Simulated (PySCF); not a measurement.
Isomers of C2H8O2Si and their computed core-level spectra.

Method used: PySCF, delta-SCF UKS SCAN, pcX-2 on the ionised atom, pcseg-1 elsewhere, spin-free X2C. Geometries: PBE0-D3(BJ)/def2-SVP; isolated species, one conformer each.

Line lists (1s up to Mg, 2p3/2 beyond; areas count atoms within a level, one atom standing for each set equivalent by bonding):
1. C 1s: 290.25 eV; O 1s: 538.33 eV; Si 2p3/2: 107.21 eV
2. C 1s: 290.14 (area 1), 290.52 (area 1) eV; O 1s: 538.52 eV; Si 2p3/2: 107.43 eV
3. C 1s: 290.26 (area 1), 292.44 (area 1) eV; O 1s: 537.94 (area 1), 538.50 (area 1) eV; Si 2p3/2: 107.41 eV

Structures:
A. `C[Si](C)(O)O`
B. `CC[SiH](O)O`
C. `O[Si@H](C)OC`

Question: Which list belongs to which compound?

Answer: 
- 1 = A: no other candidate has these counts of sites. C 1s: 290.25 Si-methyl carbon (×2); O 1s: 538.33 silanol oxygen (×2); Si 2p3/2: 107.21 oxygen-bound silicon.
- 2 = B: no other candidate has these counts of sites. C 1s: 290.14 sp3 carbon bound to silicon, 290.52 methyl carbon; O 1s: 538.52 silanol oxygen (×2); Si 2p3/2: 107.43 oxygen-bound silicon.
- 3 = C: no other candidate has these counts of sites. C 1s: 290.26 Si-methyl carbon, 292.44 methoxy carbon; O 1s: 537.94 silyl ether oxygen, 538.50 silanol oxygen; Si 2p3/2: 107.41 oxygen-bound silicon.

The 2p values aren't plain energy differences: one relaxed spin-free 2p hole is combined with a matrix within the shell (ground-state 2p orbital-energy differences and spin–orbit coupling). 2p3/2, the mean of its two sublevels, lies a third of the splitting below the shell's mean and 2p1/2 two thirds above it; the statistical areas are 2:1.
